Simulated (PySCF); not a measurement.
C5H10B2Si.
Bonds: Si1–C2, C2–B3, B3–C4, C4–C5 (double), C5–B6, B6–C7, C7–C8 (double), B3–C8. Hydrogens: H9, H10, H11 on Si1; H12, H13 on C2; H14 on C4; H15 on C5; H16 on B6; H17 on C7; H18 on C8.

The calculation used PySCF 2.14.0, PBE0-D3(BJ)/def2-SVP geometry optimisation, gas phase.

List the bond lengths, angles and torsions at this level.

```
                    bond  length (Å)
                  Si1–C2       1.901
                   C2–B3       1.550
            B3–C4, B3–C8       1.574
            C4=C5, C7=C8       1.353
            C5–B6, B6–C7       1.565
Si1–H9, Si1–H10, Si1–H11       1.494
          C2–H12, C2–H13       1.102
          C4–H14, C8–H18       1.100
          C5–H15, C7–H17       1.098
                  B6–H16       1.212
```

Bonds in one row agree within 0.01 Å and their mean is given. A selection of angles:
```
    angle  degrees
Si1–C2–B3    105.4
 C2–B3–C4    120.8
 C4–B3–C8    118.5
 B3–C4–C5    120.5
 C4–C5–B6    120.1
 C5–B6–C7    119.7
```

Torsions: Si1–C2–B3–C4 90°; C2–B3–C4–C5 175° (antiperiplanar); B3–C4–C5–B6 3° (synperiplanar); C4–C5–B6–C7 2° (synperiplanar); C5–B6–C7–C8 -2° (synperiplanar); B6–C7–C8–B3 -3° (synperiplanar); C2–B3–C8–C7 -175° (antiperiplanar). The mirror-image conformer, all signs reversed, is as good.

B3 (ring boron) is planar (angles 120.8°, 120.7° and 118.5°, sum 360.0°, 0.02 Å off the plane of its three neighbours). Si1 (SiH3 silicon) is tetrahedral (angles from 108.6° to 110.7°). The 6-membered ring B3–C4–C5–B6–C7–C8 has internal angles of 118.5° to 120.5°; it is almost planar, 0.03 Å rms from its mean plane, widest ring torsion 7°. B6 (ring boron) is planar (angles 120.2°, 120.2° and 119.7°, sum 360.0°, 0.00 Å off the plane of its three neighbours). The 5 B–C bonds span 1.550 Å (C2–B3, drawn single) to 1.574 Å (B3–C4, drawn single), a spread of 0.024 Å.

Point group: near Cs, missed by 0.08 Å at most; the miss may be what the optimiser left on a soft mode. No frequency check. The numbers are those of one conformer.

Time: 2.0 min. Hardware: one thread, x86-64 server (shared host). These figures are those of the optimisation.
